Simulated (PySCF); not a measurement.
# Correlation energy of Bi²⁺ (bismuth, charge +2)

[Xe] 4f14 5d10 6s2 7s1, 2S determinant (an excited configuration). Computed with PySCF 2.14 in aug-cc-pwCVDZ-PP with ECP60MDF (6s5p4d1f, 48 functions), with scalar relativity through the core potential. Frozen: 5s2 5p6 5d10; 3 electrons correlated.

| level | correlation energy (mhartree) |
| --- | --- |
| CCSD | -37.15 |
| (T) | -0.59 |
| CCSD(T) | -37.74 |
| CCSDT | -37.94 |

Diagnostics: T1 = 0.0096, D1 = 0.0234, largest double amplitude 0.071.

The outer electron is Rydberg-like, and this basis confines it to a smaller radius and binds it less than a complete one would.

Cost of the coupled-cluster step: of the order of 0.7 core-seconds, for 3 correlated electrons.
